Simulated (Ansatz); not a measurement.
PdSe₂⁻. Charge -1, multiplicity 2. Geometry PBE0-D4/def2-TZVPD, basis def2-TZVPD, Ansatz.

```xyz
3

Pd   -0.1149    0.6363   -0.3221
Se    1.9455   -0.2289   -0.3333
Se   -1.8306   -0.4074    0.6554
```

| run | HOMO (eV) | LUMO (eV) |
| --- | --- | --- |
| A | -1.21 | 0.23 |
| B | -1.57 | 0.58 |
| C | -0.82 | -0.01 |
| D | -0.61 | -0.02 |

In the def2 sets Pd takes a core potential; there is no spin–orbit coupling. No other spin state of charge -1 was run. Another isomer (doublet) lies 0.13 eV lower at PBE0-D4/def2-TZVPD; other spin states weren't run for this one.

HOMO and LUMO are taken over both spins.

**Question.** The runs used PBE, PBE0, r2SCAN, r2SCANh. Estimate which is which.

**Answer.** A r2SCANh (10 % exact exchange); B PBE0 (25 % exact exchange); C r2SCAN (0 % exact exchange); D PBE (0 % exact exchange). Exact exchange lowers occupied and raises empty levels; among semilocal functionals meta-GGAs tend to open the gap a little, and such runs are hard to tell apart. The gap grows from 0.59 eV (PBE) to 2.15 eV (PBE0).
